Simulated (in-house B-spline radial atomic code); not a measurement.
Ca⁹⁺. Computed with a B-spline radial atomic code. Model: all-electron spherical atom, spin shells full or empty, radial basis limit, no spin-orbit coupling, Breit or QED, empty-state partial waves extrapolated as (l+1/2)^-4, RPA, G0W0 and static COHSEX of the highest shell as one setting changes (uncorrelated shells keep exact exchange).

Empty levels are discrete states of a finite basis, so the steps are uneven.

Given: element Ca; charge 9; filled core Ne; hamiltonian one-electron scalar X2C; mean-field start PBE0; highest l of empty states 9; nuclear rms radius 3.4776 fm; lowest nl shells left uncorrelated 0; highest mean-field shell 3s up; box radius 7.11 bohr.

Shell: 3s 1 0 (electrons up and down).

| highest empty level kept (hartree) | RPA correlation energy (hartree) | G0W0 level (eV) | G0W0 minus most complete (meV) | COHSEX level (eV) | linearised minus solved G0W0 (meV) |
| --- | --- | --- | --- | --- | --- |
| 33.33 | -0.32146 | -212.58 | 182.9 | -214.39 | 20.4 |
| 66.67 | -0.4244 | -212.64 | 119.5 | -214.58 | 20.7 |
| 116.67 | ? | ? | ? | ? | ? |
| 200 | ? | ? | ? | ? | ? |
| 333.33 | -0.59799 | -212.74 | 26.8 | -214.86 | 21.1 |
| 600 | -0.63068 | -212.75 | 15.2 | -214.89 | 21.1 |
| 1000 | -0.65212 | -212.75 | 8 | -214.91 | 21.2 |
| 2000 | -0.66607 | -212.76 | 3.5 | -214.93 | 21.2 |
| 4000 | -0.67306 | -212.76 | 1.2 | -214.93 | 21.2 |
| 8333.3 | -0.67539 | -212.76 | 0.4 | -214.93 | 21.2 |
| 20000 | -0.67625 | -212.76 | 0.1 | -214.94 | 21.2 |
| 66667 | -0.67639 | -212.76 | 0 | -214.94 | 21.2 |

**Question.** What follows for highest empty level kept = 200?

**Answer.** RPA correlation energy -0.55371 hartree; G0W0 level -212.72 eV; G0W0 minus most complete 45.1 meV; COHSEX level -214.81 eV; linearised minus solved G0W0 21 meV.

**Question.** What follows for highest empty level kept = 116.67?

**Answer.** RPA correlation energy -0.49967 hartree; G0W0 level -212.69 eV; G0W0 minus most complete 71.6 meV; COHSEX level -214.73 eV; linearised minus solved G0W0 20.9 meV.
